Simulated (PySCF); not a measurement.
## C7H9N: calculation and literature

Atoms are numbered as in `[CH3:1][CH2:2][c:3]1[cH:4][cH:5][cH:6][cH:7][n:8]1`. Hydrogens are named by the atom that carries them.

No relativistic terms, gas phase, one averaged value for each set of equivalent atoms, one conformer. Coordinates at the PBE0-D3(BJ)/def2-TZVP level; NMR shieldings at B97-2/pcSseg-2/GIAO; PySCF 2.14.0 with density-fitted response routines.

Reference values: estimated from measurements, as parent shift plus tabulated substituent increment (solution, not stated per compound (mostly CDCl3 or CCl4); Pretsch, Buehlmann, Badertscher, Structure Determination of Organic Compounds, 4th ed. (2009)).
```json
{"atoms": "C3", "quantity": "δ 13C", "reference": "163.5", "computed": "174.3", "computed, scaled": "166.3"}
{"atoms": "C7", "quantity": "δ 13C", "reference": "149.2", "computed": "157.9", "computed, scaled": "150.4"}
{"atoms": "C5", "quantity": "δ 13C", "reference": "136.3", "computed": "142.6", "computed, scaled": "135.6"}
{"atoms": "C4", "quantity": "δ 13C", "reference": "122.0", "computed": "127.6", "computed, scaled": "121.1"}
{"atoms": "C6", "quantity": "δ 13C", "reference": "120.9", "computed": "125.8", "computed, scaled": "119.4"}
{"atoms": "H(C7)", "quantity": "δ 1H", "reference": "8.62", "computed": "8.87", "computed, scaled": "8.48"}
{"atoms": "H(C5)", "quantity": "δ 1H", "reference": "7.63", "computed": "7.76", "computed, scaled": "7.43"}
{"atoms": "H(C4)", "quantity": "δ 1H", "reference": "7.16", "computed": "7.31", "computed, scaled": "7.02"}
{"atoms": "H(C6)", "quantity": "δ 1H", "reference": "7.10", "computed": "7.19", "computed, scaled": "6.90"}
```

Computed shifts are σ(ref) − σ with the named reference compound (TMS for H and C) calculated as an isolated molecule at the same level. The measured values may be among those fitted. Expected solution values come from regression of measured δ (H and C: mostly CDCl3, vs TMS) on computed σ: 13C: δ = 176.90 − 0.966σ (rms 2.0 ppm, 686 shifts, 2.1 ppm with the 3 outliers that the fit left out); 1H: δ = 29.89 − 0.940σ (rms 0.14 ppm, 403 shifts, 0.16 ppm with the 5 outliers that the fit left out). Occasional misses reach two or three times the rms, and more in compound classes unlike the fitted ones.

(1) How far are the unscaled 13C shifts from the references?

(2) How far are the unscaled 1H shifts from the references?

## Answers

(1) Mean signed difference +7.26 ppm, mean absolute 7.26 ppm over 5 comparisons; the largest is +10.8 ppm at C3 (substituted aromatic carbon next to a ring nitrogen).

(2) Mean signed difference +0.16 ppm, mean absolute 0.16 ppm over 4 comparisons; the largest is +0.25 ppm at H(C7) (hydrogen on an aromatic CH next to a ring nitrogen).
